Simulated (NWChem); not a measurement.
# Total energies of BeO

```xyz
2

Be     0.0000     0.0000     0.9063
O      0.0000     0.0000    -0.4531
```
Charge 0, spin multiplicity 1.

Program: NWChem. Structure: optimised with PBE/def2-SVP, a minimum by its harmonic frequencies.

Basis set: cc-pVQZ (110 functions).

```csv
method,total energy (Ha),relative cost
RHF,-89.44774,1
MP2,-89.77177,under 3
B2PLYP,-89.88736,4
PBE,-89.83455,under 3
B3LYP,-89.94667,under 3
BHandHLYP,-89.88802,under 3
CCSD(T),-89.77574,100
```

Total energies of different functionals aren't comparable as a measure of quality: only differences taken within one method are. Relative cost: rough, from shared machines, SCF included, RHF = 1.

The correlated methods keep 2 core orbitals frozen. B3LYP has NWChem's definition, with VWN1-RPA local correlation. The structure started from a generated list of species. Coupled-cluster values serve here as a point of comparison, not as the truth.
